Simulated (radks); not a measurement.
Results of a calculation; reference values are marked as such.
Task: Radial electron density D(r) = 4 pi r^2 rho(r) of an atom or ion with 31 electrons. Level of theory: Dirac Kohn-Sham, relativistic LDA (MacDonald-Vosko exchange, VWN5 correlation), spin-unpolarised, spherical densities, finite nucleus; Fermi nuclear charge, rms radius of each element as measured or else 0.836 A^(1/3) + 0.57 fm (a radial shooting solver on a logarithmic mesh with Libxc functionals).

r (bohr)   D(r) (e/bohr)
0.0008095          2.549
0.0009127          3.118
0.001029           3.808
0.00116            4.643
0.001319           5.721
0.001487           6.942
0.001676           8.401
0.00189            10.14
0.002131           12.19
0.002403           14.60
0.002709           17.41
0.003079           20.89
0.003472           24.66
0.003914           28.91
0.004413           33.67
0.004976           38.91
0.00561            44.57
0.006326           50.56
0.00719            57.14
0.008106           63.28
0.00914            69.12
0.01031            74.37
0.01162            78.72
0.0131             81.86
0.01477            83.55
0.01679            83.67
0.01893            82.28
0.02134            79.82
0.02406            76.89
0.02713            74.35
0.03059            73.13
0.03449            74.06
0.0392             77.98
0.0442             84.22
0.04983            92.00
0.05618            99.66
0.06335            105.2
0.07142            106.8
0.08053            103.6
0.09153            95.81
0.1032             86.77
0.1164             79.33
0.1312             76.23
0.1479             78.32
0.1668             83.78
0.188              88.62
0.2137             88.25
0.241              80.24
0.2717             65.82
0.3063             48.73
0.3454             33.36
0.3894             22.40
0.4391             15.88
0.499              11.81
0.5626             8.784
0.6344             5.821
0.7153             3.226
0.8064             1.439
0.9093            0.5020
1.025             0.1334
1.165            0.02327
1.314           0.003204
1.481          0.0003038

What is the nuclear charge?

Result: Z = 62. The innermost maximum, from 1s, lies near gamma/Z bohr with gamma = sqrt(1 - (Z/c)^2) = 0.892, here 0.0144 bohr (found: 0.0159), and its height grows with Z. The density is that of the samarium ion Sm31+ in [Ar] 3d10 4s2 4p1; the configuration itself is not fixed sharply by these data, and Z only to a few units. D(r) has 3 maxima, at r = 0.0159, 0.0703, 0.199 bohr, and minima at 0.0311, 0.132 bohr, inside which lie 2.03, 11.19 electrons.
